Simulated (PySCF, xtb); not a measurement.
B(Cl)(F)(SeH) (BClFHSe), SMILES FB(Cl)[SeH].

GFN2-xTB in xtb at its own geometry gives an orbital gap of 4.17 eV and a dipole moment of 0.92 D.

Geometry optimised at PBE0-D3(BJ)/def2-SVP. The values are those of a single conformer.

Problem. What does PBE/def2-TZVPD (PySCF) give? (An estimate is asked for; the answer gives what the named calculation found.)

Solution. gap 4.90 eV (levels -6.73 and -1.83 eV), dipole 1.05 D.
